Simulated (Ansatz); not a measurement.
`CB[TeH]` + `[F][GeH2][SiH2]S` → `S[SiH2][TeH]` + `C[BH][GeH2][F]`  (redistribution)

Gas-phase electronic energies from Ansatz, PBE0-D4/def2-TZVP geometries. CCSD(T)/CBS adds triple-zeta CCSD(T) − MP2 to the extrapolated MP2 energy (def2 sets, frozen cores). DFT in def2-TZVPP. def2 core potentials past Kr. For Ge, Te outer-core shells are correlated without core-valence functions, which leaves a few kJ/mol of doubt a bond. Scalar relativity is left out up to krypton. Each species was taken in one conformer, which may not be the lowest.

```json
{"level": "ωB97X-V", "ΔE (eV)": "0.31"}
{"level": "CCSD/def2-TZVPP", "ΔE (eV)": "0.35"}
```

(1) What does CCSD(T)/CBS give? (An estimate is asked.)

Largest T1 diagnostic among the species: 0.013.

## Answers

(1) Computed: +0.33 eV. The listed levels differ from it by -0.02, 0.02 eV.

In def2-TZVPP, CCSD(T) changes the Hartree–Fock value by +0.15 eV (the triples alone add +0.03 eV) and MP2 by +0.13 eV. From PBE to PBE0 (25 % exact exchange), in def2-TZVPP and without D4, ΔE moves by −0.05 eV.
